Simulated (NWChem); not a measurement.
# boron oxyfluoride (BFO) in NWChem

```xyz
3

F      0.0000     0.0000    -1.1962
B      0.0000     0.0000     0.0865
O      0.0000     0.0000     1.2917
```
Charge 0, spin multiplicity 1.

The numbers come from NWChem runs, not from measurements. The geometry was optimised at PBE0/def2-SVP, a minimum by its harmonic frequencies.

Symmetry labels belong to the abelian group C2v used in the runs, with the axes of the coordinates shown; states degenerate in a higher group split over its labels.

B3LYP has NWChem's definition, with VWN1-RPA local correlation.

Question: List the lowest 3 singlet excitations that TD-B3LYP/def2-SVPD, VWN1-RPA local correlation gives, with oscillator strengths.

Answer: 
```csv
state,symmetry,energy (eV),wavelength (nm),f
1,b2,7.86,158,0.043
2,b1,7.86,158,0.043
3,a2,9.09,136,0.000
```
